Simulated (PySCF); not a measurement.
## `C[SiH2]C1=CC[SiH2][SiH2][C@@H]1F`: 4 charge schemes on one density

Compound: C5H13FSi3.
Geometry (GFN2-xTB, Å), atoms numbered from 1 in this order:
```
atom  x, y, z in Å
C1    -3.110    0.167    1.046
Si2   -2.131    0.622   -0.514
C3    -0.424   -0.179   -0.446
C4     0.009   -0.933    0.569
C5     1.372   -1.527    0.671
Si6    2.675   -0.115    0.764
Si7    1.992    1.182   -1.025
C8     0.472    0.129   -1.598
F9    -0.233    0.817   -2.583
H10   -4.086    0.640    1.024
H11   -3.268   -0.905    1.121
H12   -2.607    0.495    1.950
H13   -2.854    0.151   -1.700
H14   -1.949    2.079   -0.571
H15   -0.655   -1.115    1.402
H16    1.590   -2.120   -0.222
H17    1.433   -2.196    1.527
H18    4.012   -0.720    0.692
H19    2.573    0.513    2.087
H20    2.892    1.306   -2.178
H21    1.473    2.520   -0.730
H22    0.814   -0.793   -2.088
```

Density: PBE0/pcSseg-1 (PySCF); schemes: Mulliken, IAO, Hirshfeld and ESP-fitted. Geometry: GFN2-xTB, one conformer, isolated molecule.

Task: Atoms with like bonding are taken together and averaged. At which atom do the 4 schemes differ most?

Result: At C1: from -0.721 (IAO) to -0.213 e (Hirshfeld), 0.508 e apart.

Task: For which atoms does the sign change between the 4 schemes (beyond +0.03 e in one, beyond −0.03 e in another)?

Result: C8.

Task: Do the Mulliken, IAO, Hirshfeld and ESP-fitted schemes agree on where the charge is highest?

Result: All schemes agree: Mulliken Si2 (+0.724); IAO Si2 (+0.772); Hirshfeld Si2 (+0.322); ESP-fitted Si2 (+0.621).

Task: What partial charge does each atom carry?

Result: In e; atoms taken as equivalent share a row and are averaged (×n: the atom named and its like, n in all):

```tsv
atom	environment	Mulliken	IAO	Hirshfeld	ESP-fitted
C1	Si-methyl carbon	-0.646	-0.721	-0.213	-0.696
Si2	SiH2 silicon	+0.724	+0.772	+0.322	+0.621
C3	fully substituted alkene carbon	-0.529	-0.305	-0.112	-0.278
C4	alkene CH carbon	-0.113	-0.144	-0.045	-0.136
C5	sp3 carbon bound to silicon	-0.462	-0.528	-0.152	-0.355
Si6	SiH2 silicon	+0.334	+0.447	+0.248	+0.278
Si7	SiH2 silicon	+0.340	+0.433	+0.235	+0.144
C8	sp3 C–F carbon	+0.021	-0.068	-0.023	+0.103
F9	alkyl fluorine	-0.333	-0.321	-0.100	-0.240
H10/H11/H12	methyl hydrogen	+0.140	+0.155	+0.042	+0.167
H13	Si–H hydrogen	-0.081	-0.124	-0.083	-0.128
H14	Si–H hydrogen	-0.083	-0.128	-0.084	-0.131
H15	vinylic hydrogen	+0.101	+0.144	+0.043	+0.158
H16	methylene hydrogen	+0.163	+0.152	+0.043	+0.129
H17	methylene hydrogen	+0.156	+0.159	+0.048	+0.147
H18	Si–H hydrogen	-0.049	-0.102	-0.077	-0.089
H19	Si–H hydrogen	-0.037	-0.098	-0.075	-0.067
H20	Si–H hydrogen	-0.044	-0.096	-0.073	-0.056
H21	Si–H hydrogen	-0.026	-0.086	-0.068	-0.028
H22	methine hydrogen	+0.145	+0.147	+0.040	+0.123
```

Mean size of the charges over all atoms: IAO 0.247 e, Mulliken 0.219 e, ESP-fitted 0.200 e, Hirshfeld 0.100 e. Each set sums to the total charge, 0, to within 0.001 e. The IAO scheme counts the electrons in orthogonalised intrinsic atomic orbitals, a minimal basis polarised so that it spans the occupied orbitals exactly.

Task: How many electrons does the IAO scheme count on Si7?

Result: Z − q = 14 − (+0.433) = 13.567.

Task: Sum the charges by element, for elements with more than one atom.

Result: 
```
element  atoms  Mulliken     IAO  Hirshfeld  ESP-fitted
      C      5    -1.729  -1.765     -0.546      -1.362
     Si      3    +1.398  +1.652     +0.805      +1.043
      H     13    +0.664  +0.435     -0.160      +0.559
```
